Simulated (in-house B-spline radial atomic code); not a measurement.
Whole-atom quantities along the 29-electron series, configuration [Ar] 3d10 4s1. Computed with an all-electron radial atomic-structure program (B-spline basis): non-relativistic Hartree-Fock, average of the configuration, point nuclei.

This level leaves out relativity, spin-orbit splitting included, which matters for heavy ions.

```csv
ion,Z,E/Z² (Eh),Σ<r²> (bohr²),n(0)/Z³ (bohr⁻³),Lamb diamagnetic shielding (ppm),repulsion over attraction
Cs26+,55,-2.3896,2.2074,0.7066,5218.62,0.10595
Ba27+,56,-2.3997,2.1004,0.70718,5326.33,0.10431
La28+,57,-2.4095,2.0011,0.70775,5434.03,0.10273
Ce29+,58,-2.4191,1.9088,0.70831,5541.73,0.10119
Pr30+,59,?,?,?,?,?
Nd31+,60,-2.4373,1.7427,0.70936,5757.1,0.098233
Pm32+,61,-2.446,1.6677,0.70987,5864.79,0.096816
Sm33+,62,?,?,?,?,?
Eu34+,63,?,?,?,?,?
Gd35+,64,-2.4707,1.47,0.71131,6187.81,0.092788
Tb36+,65,-2.4785,1.412,0.71176,6295.47,0.091516
Dy37+,66,-2.4861,1.3574,0.7122,6403.14,0.090276
Ho38+,67,-2.4935,1.3059,0.71263,6510.8,0.089069
Er39+,68,-2.5007,1.2573,0.71305,6618.46,0.087892
Tm40+,69,-2.5077,1.2114,0.71346,6726.11,0.086745
Yb41+,70,-2.5145,1.168,0.71386,6833.77,0.085626
Lu42+,71,-2.5211,1.1269,0.71425,6941.42,0.084535
Hf43+,72,-2.5276,1.088,0.71463,7049.07,0.08347
Ta44+,73,-2.5339,1.051,0.715,7156.71,0.082431
W45+,74,-2.5401,1.0159,0.71536,7264.36,0.081417
```

Problem. Fill in the row of Pr30+.

Solution. E/Z² (Eh): -2.4283; Σ<r²> (bohr²): 1.8229; n(0)/Z³ (bohr⁻³): 0.70884; Lamb diamagnetic shielding (ppm): 5649.42; repulsion over attraction: 0.09969.

Problem. Fill in the row of Sm33+.

Solution. E/Z² (Eh): -2.4545; Σ<r²> (bohr²): 1.5975; n(0)/Z³ (bohr⁻³): 0.71036; Lamb diamagnetic shielding (ppm): 5972.46; repulsion over attraction: 0.095437.

Problem. Fill in the row of Eu34+.

Solution. E/Z² (Eh): -2.4627; Σ<r²> (bohr²): 1.5318; n(0)/Z³ (bohr⁻³): 0.71084; Lamb diamagnetic shielding (ppm): 6080.14; repulsion over attraction: 0.094095.

Problem. With what power of Z does the column «Σ<r²> (bohr²)» change over this range?

Solution. A fit of the logarithm of its size against log Z from Z = 55 to 74 has slope -2.61. Unscreened non-relativistic hydrogenic orbitals would give -2.
